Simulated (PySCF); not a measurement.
# From computed data to an observable: oscillator strength and radiative lifetime

CH10ClNSi3, SMILES N[Si@@](Cl)([SiH2][SiH3])C.

Geometry optimised at B3LYP-D3(BJ)/def2-SVP. The structure was generated by enumeration; whether it is a known compound was not checked. One conformer was computed; it need not be the lowest.

TDA-PBE/def2-SVPD run with PySCF puts the first singlet state with f over 0.02 at 6.05 eV (vertical), with the transition dipole (-0.449, 0.059, -0.311) in atomic units.

Find the oscillator strength, the wavelength and the radiative lifetime that this transition would have in vacuum if emission retraced absorption.


|μ|² = 0.3018 au, so |μ| = 1.40 D. ΔE = 6.05/27.211 = 0.2223 hartree. f = (2/3) ΔE |μ|² = 0.045 (the program prints 0.045).
λ = 1239.84/6.05 = 205 nm; ν = 48797 cm⁻¹.
Einstein's coefficient A = 0.6670 ν² f s⁻¹ (ν in cm⁻¹) = 7.1e7 s⁻¹, so τ = 1/A = 14 ns. This state is S5; the lower singlets have f = 0.006, 0.008, 0.008, 0.017. The figure is the radiative limit of this one transition; relaxation, internal conversion, crossing to triplets and a medium change what is measured.
